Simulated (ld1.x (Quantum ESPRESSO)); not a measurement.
**molybdenum (Mo): excitation energies, all-electron against RRKJ**

```
Element                 : Mo
Generator               : ld1.x (Quantum ESPRESSO) 7.5
Type                    : norm-conserving RRKJ (Kleinman–Bylander form)
Functional              : LDA (PZ)
Relativity              : scalar-relativistic
Frozen core             : [Ar] 3d10
Valence charge          : 14
Reference configuration : 4s2 4p6 4d6 5s0 5p0
Partial waves           : 4s (bound): rc 1.95 bohr; 4p (bound): rc 1.50 bohr; 4d (bound): rc 1.65 bohr
Local potential         : the d channel
Core correction         : none
rho0                    : 0.005
```

Energies are relative to the spin-unpolarised reference configuration 4s2 4p6 4d6 5s0 5p0; without spin polarisation the order of configurations can differ from experiment. Spin-polarised rows fill each open shell by Hund’s rule, majority spin first.

Q: Give the all-electron excitation energy and the error of the potential for: 4s2 4p6 4d5 5s1 5p0; 4s2 4p6 4d5 5s0 5p0; 4s2 4p6 4d4 5s0 5p0; 4s1 4p6 4d5 5s1 5p0; 4s2 4p6 4d4 5s1 5p1; 4s2 4p6 4d5 5s0.5 5p0; 4s2 4p6 4d4 5s1 5p0; 4s2 4p6 4d6 5s0 5p0 (spin-polarised); 4s2 4p6 4d5 5s1 5p0 (spin-polarised).

A:

```csv
valence configuration,charge,ΔE all-electron (eV),error AE − PS (meV)
4s2 4p6 4d5 5s1 5p0,0,-0.822,-141
4s2 4p6 4d5 5s0 5p0,+1,6.364,+0.5
4s2 4p6 4d4 5s0 5p0,+2,22.067,+0.9
4s1 4p6 4d5 5s1 5p0,+1,69.484,-213
4s2 4p6 4d4 5s1 5p1,0,2.938,-187
4s2 4p6 4d5 5s0.5 5p0,+0.5,2.042,-80
4s2 4p6 4d4 5s1 5p0,+1,7.441,-218
4s2 4p6 4d6 5s0 5p0 (spin-polarised),0,-1.817,+67
4s2 4p6 4d5 5s1 5p0 (spin-polarised),0,-4.745,-19
```
